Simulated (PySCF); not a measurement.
## Multinuclear NMR of C5H18Si3

Molfile (atoms numbered from 1):
```
C5H18Si3
     RDKit          3D

 26 25  0  0  0  0  0  0  0  0999 V2000
   -1.1159   -0.7956    1.2259 C   0  0  0  0  0  0  0  0  0  0  0  0
   -1.2668   -0.3001   -0.2121 C   0  0  0  0  0  0  0  0  0  0  0  0
   -1.5081    1.2093   -0.2026 C   0  0  0  0  0  0  0  0  0  0  0  0
   -2.4851   -0.9858   -0.8457 C   0  0  0  0  0  0  0  0  0  0  0  0
   -0.0272   -0.6500   -1.0434 C   0  0  0  0  0  0  0  0  0  0  0  0
    1.7078   -0.0387   -0.4848 Si  0  0  0  0  0  4  0  0  0  0  0  0
    2.4806   -1.1050    1.4322 Si  0  0  0  0  0  4  0  0  0  0  0  0
    1.9591    2.2716   -0.4951 Si  0  0  0  0  0  4  0  0  0  0  0  0
   -0.3285   -0.2533    1.7448 H   0  0  0  0  0  0  0  0  0  0  0  0
   -0.8727   -1.8556    1.2436 H   0  0  0  0  0  0  0  0  0  0  0  0
   -2.0444   -0.6502    1.7749 H   0  0  0  0  0  0  0  0  0  0  0  0
   -0.7027    1.7315    0.3087 H   0  0  0  0  0  0  0  0  0  0  0  0
   -2.4396    1.4378    0.3121 H   0  0  0  0  0  0  0  0  0  0  0  0
   -1.5763    1.5946   -1.2177 H   0  0  0  0  0  0  0  0  0  0  0  0
   -3.3929   -0.7396   -0.2983 H   0  0  0  0  0  0  0  0  0  0  0  0
   -2.3653   -2.0674   -0.8373 H   0  0  0  0  0  0  0  0  0  0  0  0
   -2.6120   -0.6652   -1.8780 H   0  0  0  0  0  0  0  0  0  0  0  0
   -0.1918   -0.2871   -2.0617 H   0  0  0  0  0  0  0  0  0  0  0  0
    0.0282   -1.7396   -1.1238 H   0  0  0  0  0  0  0  0  0  0  0  0
    2.5402   -0.5443   -1.6085 H   0  0  0  0  0  0  0  0  0  0  0  0
    3.9382   -1.2546    1.4030 H   0  0  0  0  0  0  0  0  0  0  0  0
    1.9396   -2.4475    1.6671 H   0  0  0  0  0  0  0  0  0  0  0  0
    2.1818   -0.3336    2.6451 H   0  0  0  0  0  0  0  0  0  0  0  0
    3.3452    2.6389   -0.7962 H   0  0  0  0  0  0  0  0  0  0  0  0
    1.6615    2.8546    0.8194 H   0  0  0  0  0  0  0  0  0  0  0  0
    1.1259    2.9976   -1.4580 H   0  0  0  0  0  0  0  0  0  0  0  0
  1  2  1  0
  2  3  1  0
  2  4  1  0
  2  5  1  0
  5  6  1  0
  6  7  1  0
  6  8  1  0
  1  9  1  0
  1 10  1  0
  1 11  1  0
  3 12  1  0
  3 13  1  0
  3 14  1  0
  4 15  1  0
  4 16  1  0
  4 17  1  0
  5 18  1  0
  5 19  1  0
  6 20  1  0
  7 21  1  0
  7 22  1  0
  7 23  1  0
  8 24  1  0
  8 25  1  0
  8 26  1  0
M  END
```

Single conformer, in vacuum, rapidly exchanging positions averaged, non-relativistic Hamiltonian. PBE0/pcSseg-1 with gauge-including orbitals; GFN2-xTB geometry; PySCF.

Predict the ²⁹Si NMR data.

Answers


| atoms | environment | σ (ppm) | δ (ppm) |
| --- | --- | --- | --- |
| Si6 | silicon bonded to C, 2 Si, H | 444.2 | -85.2 |
| Si7/Si8 | silicon bonded to Si, 3 H | 459.3 | -97.6 |

Shieldings were converted by a linear fit to measured shifts: ²⁹Si: δ = 279.94 − 0.822σ (rms 8.9 ppm, 72 shifts, 25.8 ppm with the 6 outliers that the fit left out vs TMS, solution or neat liquid). Occasional misses reach two or three times the rms, and more in compound classes unlike the fitted ones.

On a 500 MHz spectrometer ²⁹Si resonates near 99.3 MHz, so 1 ppm is 99.3 Hz.
